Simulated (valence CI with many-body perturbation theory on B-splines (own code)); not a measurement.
## E1 transitions of Nd²⁹⁺

Computed by relativistic CI+MBPT: three valence electrons over a frozen Dirac-Fock core [Ar] 3d10, a basis of 11 s, 11 p, 9 d, 7 f, 5 g, 2 h, 1 i functions for each j, with the one-electron correlation potential Σ1, the two-electron term Σ2, the three-electron term Σ3, Breit, model QED; selected CI, second order for the rest (own B-spline code, finite nucleus).

The last digits are not significant, and no measured levels were compared; by estimate large intervals hold to a few tenths of a per cent, small ones and those within an open d or f shell to about a per cent.

Lines 1 to 50 of 286 in falling wavelength, among levels below 2708900 cm⁻¹, chosen from the strongest by gf and those to the six lowest levels. Wavelengths and rates use the calculated energies. Electric multipoles are in the length gauge, E1 and E2 with the static RPA response of the core. Weak lines are less certain than strong ones. Lines between different terms over intervals too small for the method are left out, as are lines whose strength nearly cancels. The highest levels of a list are the least certain.

Levels are named by their leading jj configuration (3d3/2^4 stands for four electrons in 3d with j = 3/2), which in mixed levels can hold well under half, so a name can repeat and another be missing. Letters in brackets count levels of one name in rising energy.

```csv
λ vac (Å),Upper,Lower,A (s⁻¹),log gf,Branch %
393.9,(4s 4p1/2^2) J=1/2,(4s^2 4p3/2) J=3/2,4.67e+07,-2.66,0.5
238.5,(4p1/2 4p3/2 4d3/2) J=7/2,(4s 4p3/2 4d3/2) J=5/2 [b],3.32e+09,-0.65,5.8
232.8,(4p1/2 4p3/2 4d5/2) J=7/2 [b],(4s 4p3/2 4d5/2) J=5/2 [b],3.65e+09,-0.62,2.2
230.6,(4s 4p1/2 4f7/2) J=9/2,(4s^2 4f7/2) J=7/2,2.87e+09,-0.64,3.7
225.9,(4s 4p1/2 4p3/2) J=3/2 [a],(4s^2 4p3/2) J=3/2,7.76e+08,-1.62,70.9
222.7,(4s 4p1/2 4d5/2) J=7/2,(4s^2 4d5/2) J=5/2,3.41e+09,-0.69,4.4
221.5,(4p1/2 4p3/2^2) J=5/2,(4s 4p3/2^2) J=3/2,6.08e+09,-0.57,14.8
215.0,(4p1/2 4p3/2 4d5/2) J=9/2,(4s 4p3/2 4d5/2) J=7/2 [b],2.42e+09,-0.78,4.0
209.6,(4p1/2 4p3/2 4d5/2) J=9/2,(4s 4p3/2 4d5/2) J=7/2 [a],5.36e+09,-0.45,8.9
205.1,(4s 4p1/2 4p3/2) J=5/2,(4s^2 4p3/2) J=3/2,5.56e+09,-0.68,100.0
200.7,(4p1/2^2 4p3/2) J=3/2,(4s 4p1/2 4p3/2) J=1/2,7.02e+09,-0.77,6.5
197.1,(4p1/2 4p3/2 4d3/2) J=5/2,(4s 4p3/2 4d3/2) J=5/2 [a],6.71e+09,-0.63,9.6
197.1,(4s 4p1/2^2) J=1/2,(4s^2 4p1/2) J=1/2,9.17e+09,-0.97,99.5
197.0,(4p1/2^2 4d5/2) J=5/2,(4s 4p1/2 4d5/2) J=5/2 [b],7.27e+09,-0.60,6.1
195.7,(4p1/2 4p3/2 4d5/2) J=7/2 [b],(4s 4p3/2 4d5/2) J=7/2 [b],5.26e+09,-0.62,3.2
192.7,(4p1/2 4p3/2 4d3/2) J=7/2,(4s 4p3/2 4d3/2) J=7/2,5.81e+09,-0.59,10.1
190.4,(4p1/2^2 4p3/2) J=3/2,(4s 4p1/2 4p3/2) J=3/2 [b],7.85e+09,-0.77,7.3
188.0,(4p1/2 4p3/2 4d5/2) J=5/2 [c],(4s 4p3/2 4d5/2) J=7/2 [b],9.87e+09,-0.50,3.1
187.3,(4p1/2 4p3/2^2) J=1/2,(4s 4p3/2^2) J=1/2,2.17e+10,-0.64,13.4
185.5,(4p1/2 4p3/2 4d5/2) J=3/2 [a],(4s 4p3/2 4d5/2) J=5/2 [a],1.14e+10,-0.63,4.3
184.9,(4p1/2 4p3/2 4d5/2) J=5/2 [a],(4s 4p3/2 4d5/2) J=5/2 [a],5.93e+09,-0.74,2.0
179.7,(4s 4p1/2 4p3/2) J=3/2 [b],(4s^2 4p3/2) J=3/2,5.48e+09,-0.97,6.8
178.3,(4p1/2 4p3/2^2) J=3/2,(4s 4p3/2^2) J=5/2,1.13e+10,-0.66,9.8
177.1,(4p1/2 4p3/2 4d5/2) J=5/2 [b],(4s 4p3/2 4d5/2) J=5/2 [a],5.97e+09,-0.77,1.6
176.6,(4p1/2 4p3/2^2) J=5/2,(4s 4p3/2^2) J=5/2,1.02e+10,-0.54,24.8
175.1,(4p1/2^2 4d3/2) J=3/2,(4s 4p1/2 4d3/2) J=5/2,1.81e+10,-0.48,23.4
173.8,(4p1/2 4p3/2 4d5/2) J=7/2 [a],(4s 4p3/2 4d5/2) J=9/2,2.21e+10,-0.10,28.4
172.5,(4p1/2^2 4d5/2) J=5/2,(4s 4p1/2 4d5/2) J=7/2,2.81e+10,-0.12,23.7
172.1,(4p1/2 4p3/2 4d5/2) J=9/2,(4s 4p3/2 4d3/2) J=7/2,4.30e+09,-0.72,7.1
171.6,(4p1/2^2 4d5/2) J=5/2,(4s 4p1/2 4d5/2) J=5/2 [a],7.63e+09,-0.69,6.4
171.4,(4s 4p1/2 4p3/2) J=1/2,(4s^2 4p3/2) J=3/2,1.06e+10,-1.03,5.4
171.0,(4p1/2^2 4d5/2) J=5/2,(4s 4p1/2 4d3/2) J=3/2 [b],7.86e+09,-0.68,6.6
168.7,(4p1/2 4p3/2 4d5/2) J=5/2 [a],(4s 4p3/2 4d3/2) J=7/2,1.40e+10,-0.45,4.7
168.3,(4p1/2^2 4p3/2) J=3/2,(4s 4p1/2 4p3/2) J=5/2,3.55e+10,-0.22,32.9
167.0,(4p1/2 4p3/2 4d5/2) J=9/2,(4s 4p3/2 4d5/2) J=9/2,1.72e+10,-0.14,28.6
162.3,(4p1/2 4p3/2 4d5/2) J=5/2 [b],(4s 4p3/2 4d3/2) J=7/2,1.18e+10,-0.55,3.2
159.6,(4p1/2^2 4d3/2) J=3/2,(4p1/2 4p3/2^2) J=5/2,1.10e+10,-0.77,14.3
159.4,(4p1/2 4p3/2 4d3/2) J=3/2 [b],(4s 4p3/2 4d3/2) J=5/2 [a],1.53e+10,-0.63,3.5
156.5,(4p1/2^2 4p3/2) J=3/2,(4s 4p1/2 4p3/2) J=3/2 [a],1.05e+10,-0.81,9.7
143.7,(4p3/2^2 4d5/2) J=7/2,(4s 4p3/2 4d5/2) J=7/2 [a],7.89e+09,-0.71,7.9
143.7,(4s 4p1/2 4p3/2) J=3/2 [a],(4s^2 4p1/2) J=1/2,3.19e+08,-2.40,29.1
142.2,(4p3/2^2 4d5/2) J=9/2,(4s 4p3/2 4d5/2) J=7/2 [b],3.17e+10,-0.02,18.1
139.8,(4p3/2^2 4d5/2) J=9/2,(4s 4p3/2 4d5/2) J=7/2 [a],6.16e+09,-0.74,3.5
139.1,(4s 4p1/2 4f7/2) J=7/2 [c],(4s 4p3/2 4d3/2) J=5/2 [b],1.37e+10,-0.50,5.9
138.5,(4s 4p3/2^2) J=5/2,(4s^2 4p3/2) J=3/2,1.16e+10,-0.70,100.0
138.3,(4p3/2^2 4d3/2) J=7/2,(4s 4p3/2 4d5/2) J=7/2 [b],9.49e+09,-0.66,2.4
137.7,(4p1/2 4p3/2^2) J=3/2,(4s 4p1/2 4p3/2) J=3/2 [b],2.55e+08,-2.54,0.2
137.6,(4p3/2^3) J=3/2,(4s 4p3/2^2) J=3/2,3.88e+10,-0.36,24.2
136.7,(4p1/2 4p3/2^2) J=5/2,(4s 4p1/2 4p3/2) J=3/2 [b],9.75e+09,-0.79,23.7
136.1,(4p3/2^2 4d3/2) J=7/2,(4s 4p3/2 4d5/2) J=7/2 [a],2.32e+10,-0.29,5.7
```
